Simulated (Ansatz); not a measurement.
Consider the formal exchange of groups at a B–O bond: `OB(F)O[SiH3]` + disilane → `OB(F)[SiH2][SiH3]` + silanol.

Gas-phase electronic energies from Ansatz, PBE0-D4/def2-TZVP geometries. CCSD(T)/CBS is the MP2 limit (def2-TZVPP, def2-QZVPP) plus CCSD(T) − MP2 in def2-TZVPP, frozen cores. Functionals use def2-TZVPP. B3LYP here is the variant with VWN-RPA as its local correlation; programs differ in this. Each species was taken in one conformer, which may not be the lowest.

```
             level  ΔE (kJ/mol)  difference from CCSD(T)/CBS
         r2SCAN-D4        145.5                         -0.2
           PBE0-D4        138.2                         -7.5
           ωB97M-V        148.5                          2.8
            B2PLYP        149.6                          3.9
            r2SCAN        145.7                          0.0
              PBE0        138.5                         -7.2
             B3LYP        147.8                          2.1
     HF/def2-TZVPP        175.7                         30.0
    MP2/def2-TZVPP        149.8                          4.1
SCS-MP2/def2-TZVPP        152.9                          7.2
   CCSD/def2-TZVPP        152.4                          6.7
CCSD(T)/def2-TZVPP        148.2                          2.5
     HF/def2-QZVPP        176.7                         31.0
      HF/CBS(def2)        176.8                         31.1
     MP2/CBS(def2)        147.4                          1.7
    CCSD/CBS(def2)        150.0                          4.3
       CCSD(T)/CBS        145.7                            0
```

Largest T1 diagnostic among the species: 0.014.

In def2-TZVPP, CCSD(T) changes the Hartree–Fock value by −27.5 kJ/mol (the triples alone add −4.3 kJ/mol) and MP2 by −25.9 kJ/mol. From PBE to PBE0 (25 % exact exchange), in def2-TZVPP and without D4, ΔE moves by +10.5 kJ/mol.
